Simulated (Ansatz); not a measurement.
Relaxation of BFH6OSi (10 atoms, charge 0, multiplicity 1), to a largest force component of 0.03 eV/Å in at most 50 steps.

Level of theory: RKS BHLYP/6-31G* (Ansatz 0.2.0).

```xyz
10
Properties=species:S:1:pos:R:3
B 0.099 0.505 0.025
F -0.124 0.517 1.331
H 1.204 0.694 -0.357
H -0.849 0.395 -0.683
O 0.214 -2.042 0.555
Si -0.736 -3.215 -0.138
H 0.066 -4.430 -0.344
H -1.871 -3.506 0.757
H -1.246 -2.759 -1.443
H -0.104 -1.607 1.370
```

Problem. Where does it end, and by what steps?

Solution. It converged. The force dipped under the threshold on the way, but the program's further checks kept it going. After 38 steps the energy has fallen by 0.166 eV; H10 moved furthest, 0.84 Å. Joined: B1–O5 (2.60 → 1.77 Å).

```tsv
step	energy less start (eV)	largest force component (eV/Å)	accepted
0	0.0000	0.869	yes
2	-0.0339	0.291	yes
4	-0.0560	1.695	yes
6	-0.1066	0.112	yes
8	-0.1256	0.544	yes
10	-0.1334	0.217	yes
12	-0.1408	0.150	yes
14	-0.1459	0.255	yes
16	-0.1525	0.149	yes
18	-0.1585	0.066	yes
20	-0.1607	0.043	yes
22	-0.1622	0.059	yes
24	-0.1629	0.081	yes
26	-0.1636	0.053	yes
28	-0.1641	0.069	yes
30	-0.1643	0.011	yes
32	-0.1646	0.025	yes
34	-0.1649	0.052	yes
36	-0.1582	0.573	no
38	-0.1659	0.028	yes
```

```xyz
10
Properties=species:S:1:pos:R:3
B -0.127 0.012 0.140
F -0.277 0.341 1.454
H 0.838 0.455 -0.405
H -1.141 -0.116 -0.490
O 0.331 -1.693 0.323
Si -0.726 -2.921 -0.187
H -0.114 -4.193 0.231
H -2.042 -2.760 0.445
H -0.799 -2.812 -1.645
H 0.710 -1.762 1.204
```

Whether the end is a true minimum wasn't checked by a vibrational analysis.

Time of the run: 110 s on 1 thread of Arm Neoverse V2, on a shared host, peak memory 0.14 GiB.
